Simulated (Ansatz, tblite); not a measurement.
Isomers of GeO4H4 (singlet), found by a short tight-binding search and relaxed with PBE-D4/def2-SVP in Ansatz.

The xTB rows come from tblite. Correlated methods freeze 13 core orbitals; core or outer-core shells of Ge are correlated, in sets that lack core-valence functions.

Run but left out: HF/def2-SVP (C: restricted singlet, unstable towards broken spin symmetry).

C: The restricted singlet is unstable towards broken spin symmetry in Hartree–Fock (as tested in another run); at PBE-D4/def2-TZVP, r2SCAN-D4/def2-TZVP, PBE0-D4/def2-TZVP, r2SCAN0-D4/def2-TZVP and others this wasn't settled. At CCSD(T)/def2-SVP the restricted singlet (for correlated methods, its reference) is unstable: a solution with broken spin symmetry lies lower.

Other spin states weren't relaxed.

A:

```csv
atom,x (Å),y (Å),z (Å)
Ge1,0.155,0.618,0.145
O2,0.326,-0.718,-1.110
O3,1.783,1.242,0.482
O4,-0.490,-0.163,1.614
O5,-1.034,-1.296,-1.066
H6,-1.029,-0.928,1.327
H7,2.290,0.592,1.006
H8,-1.314,-1.133,-1.991
H9,-0.688,1.786,-0.406
```

B:

```xyz
9

Ge   -0.4779    0.2728    1.3685
O     0.7042   -1.3725    0.0430
O     1.0558   -0.7594   -1.2255
O    -2.0627   -0.2284    0.6772
O    -0.0124    1.3431   -0.1274
H    -2.1555    0.0968   -0.2419
H     0.6723    2.0008    0.1018
H     1.5893   -1.5250    0.4412
H     0.6869    0.1718   -1.0369
```

C:

Cartesian coordinates in Å:
```
Ge -1.030 0.375 0.129
O 0.551 0.735 0.968
O 0.584 -1.053 -1.277
O -0.747 -1.269 -0.592
O 1.583 -1.423 -0.376
H -1.250 1.471 -0.946
H -2.163 0.189 1.165
H 0.896 1.605 0.691
H 1.578 -0.631 0.237
```

Estimate which lies lowest at each level, and how far above it the others are (eV).


| level | A | B | C |
| --- | --- | --- | --- |
| GFN1-xTB | 0.00 | 0.35 | 3.20 |
| GFN2-xTB | 0.97 | 0.00 | 3.88 |
| PBE-D4/def2-TZVP | 0.00 | 0.10 | 2.98 |
| r2SCAN-D4/def2-TZVP | 0.00 | 0.37 | 3.22 |
| PBE0-D4/def2-TZVP | 0.00 | 0.30 | 3.31 |
| r2SCAN0-D4/def2-TZVP | 0.00 | 0.46 | 3.47 |
| ωB97M-V/def2-TZVP | 0.00 | 0.25 | 3.40 |
| MP2/def2-SVP | 0.00 | 0.51 | 3.53 |
| CCSD/def2-SVP | 0.00 | 0.43 | 3.40 |
| CCSD(T)/def2-SVP | 0.00 | 0.40 | 3.28 |
Point groups (tolerance 0.1 Å): A not assigned, B not assigned, C not assigned. Lower isomers may exist.
